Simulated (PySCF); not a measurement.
Simulated absorption spectrum

Species: TiClF3 (singlet state).
Geometry (PBE0-D3(BJ)/def2-SVP, Å), atoms numbered from 1 in this order:
```xyz
5
ClF3Ti angstrom
Ti     0.0000    0.0006   -0.0838
Cl    -0.0209   -0.0151    2.0900
F      1.6238    0.0116   -0.6532
F     -0.8070    1.4045   -0.6667
F     -0.7959   -1.4015   -0.6862
```

Computed, not measured: PySCF 2.14.0, density-fitted response routines, TDDFT B3LYP/def2-SVPD, vertical, gas phase, core orbitals frozen in the response.

Computed states:

| state | E (eV) | f |
| --- | --- | --- |
| S1 | 4.85 | 0.0000 |
| S2 | 4.94 | 0.0008 |
| S3 | 4.94 | 0.0008 |
| S4 | 5.40 | 0.037 |
| S5 | 5.65 | 0.0013 |
| S6 | 5.65 | 0.0013 |
| S7 | 5.92 | 0.0008 |
| S8 | 5.92 | 0.0008 |
| S9 | 6.32 | 0.0000 |
| S10 | 6.39 | 0.0008 |
| S11 | 6.39 | 0.0008 |
| S12 | 6.43 | 0.0025 |
| S13 | 7.09 | 0.0013 |
| S14 | 7.10 | 0.0013 |

Broadening: Gaussians 0.25 eV wide at half height, area fixed by f = 4.319×10⁻⁹ ∫ε dν̃. The width is an assumption, not a result. The curve ends short of the highest state used, and states not computed would add to its high-energy end.

Task: What does the envelope look like, and where are its maxima?

Result: 
E (eV), ε (L mol⁻¹ cm⁻¹) and a bar:
```
     4.47          0 
     4.56          0 
     4.65          4 
     4.74         29 
     4.82         91 #
     4.91        167 #
     5.00        152 #
     5.09        128 #
     5.18        524 ####
     5.26       1780 ##############
     5.35       3672 ##############################
     5.44       3725 ##############################
     5.53       1949 ################
     5.62        694 ######
     5.70        330 ###
     5.79        201 ##
     5.88        186 #
     5.97        153 #
     6.06         71 #
     6.15         38 
     6.23        106 #
     6.32        300 ##
     6.41        435 ####
     6.50        318 ###
```

Maxima: 251 nm (4.94 eV), ε about 170, made up of S2 (50%) and S3 (50%); 230 nm (5.40 eV), ε about 4000, made up of S4 (100%); 211 nm (5.87 eV), ε about 190, made up of S7 (43%) and S8 (42%) (hardly more than a shoulder); 193 nm (6.41 eV), ε about 440, made up of S10 (20%), S11 (20%) and S12 (60%) (ε in L mol⁻¹ cm⁻¹; maxima over ε = 5, shares over 10%).

Task: What would ε be at 5.40 eV, the highest of these maxima, with half the width (0.125 eV)?

Result: About 8020 L mol⁻¹ cm⁻¹ against 4040, a factor of about 1.99; a lone state at its own centre would give exactly 2.

Task: On this curve, what absorbance would a 10⁻⁵ mol/L sample give at 266 nm over a 1 cm path?

Result: 266 nm is 4.661 eV, where ε is about 5.4 L mol⁻¹ cm⁻¹, so A = ε c l ≈ 5.4e-05 (Beer–Lambert, with the gas-phase spectrum and the assumed width).

Task: Does any computed singlet lie in the visible range?

Result: No computed singlet lies in the visible range (380 to 750 nm); the lowest, at 256 nm, stands 1.58 eV above its violet end (3.26 eV).

All these states lie below the vertical ionisation energy of 12.81 eV (ΔSCF).
